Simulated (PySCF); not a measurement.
Level of theory: PBE-D3(BJ)/def2-TZVP // PBE0-D3(BJ)/def2-SVP (PySCF). Gas-phase values, no solvent. One relaxed conformer stands for a flexible species; it need not be the lowest. Excitations are Tamm–Dancoff values on a coarser integration grid. The basis has no diffuse functions, so Rydberg states are missing or too high.

Reference species (SMILES): `Bc1ccc2cc(O)cccc1-2` (neutral, multiplicity 1).

| Property | Value |
|---|---|
| S1 oscillator strength | 0.007 |
| LUMO | -3.20 eV |
| brightest of the four lowest singlets (TDA) | 3.37 eV |
| HOMO | -5.18 eV |

Changed species: `c1(O)cc2cc(B)cccc-2c1`.

Task: What does the change do to the S1 oscillator strength, LUMO, brightest of the four lowest singlets (TDA) and HOMO?

Result: the S1 oscillator strength hardly moves; the LUMO rises by 0.12 eV, to -3.08 eV; the brightest of the four lowest singlets (TDA) increases by 0.98 eV, to 4.35 eV; the HOMO decreases by 0.19 eV, to -5.37 eV.
